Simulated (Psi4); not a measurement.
Torsional profile of SMILES Bc1cccc(C=C)c1 (C8H9B). Scanned: dihedral C5–C6–C7–C8; all other coordinates were relaxed at GFN2-xTB. Points at φ and −φ are mirror images. Heavy atoms are numbered in the order of the SMILES Bc1cccc(C=C)c1, hydrogens after them in the order of the atoms that carry them; the mirror image has the same energies with the sign of each dihedral reversed.

Computed with: PBE/def2-SVP // GFN2-xTB (Psi4); PBE-D3(BJ)/def2-SVP // GFN2-xTB (Psi4).

Energies relative to the lowest point of each profile, in kJ/mol:

```json
[
 {"φ / °": "-160", "PBE/def2-SVP": "2.0"},
 {"φ / °": "-100", "PBE/def2-SVP": "20.6"},
 {"φ / °": "-80", "PBE/def2-SVP": "20.6"},
 {"φ / °": "-60", "PBE/def2-SVP": "13.9"},
 {"φ / °": "-20", "PBE/def2-SVP": "1.4"},
 {"φ / °": "0", "PBE/def2-SVP": "0.0"},
 {"φ / °": "20", "PBE/def2-SVP": "1.4"},
 {"φ / °": "40", "PBE/def2-SVP": "6.1"},
 {"φ / °": "80", "PBE/def2-SVP": "20.6"},
 {"φ / °": "100", "PBE/def2-SVP": "20.6"},
 {"φ / °": "120", "PBE/def2-SVP": "13.8"},
 {"φ / °": "140", "PBE/def2-SVP": "6.3"}
]
```

### Question
Predict the corresponding PBE-D3(BJ)/def2-SVP column.

### Answer
-160: 1.9; -100: 20.7; -80: 20.8; -60: 14.0; -20: 1.3; 0: 0.0; 20: 1.3; 40: 6.0; 80: 20.8; 100: 20.7; 120: 13.7; 140: 6.2 (kJ/mol).
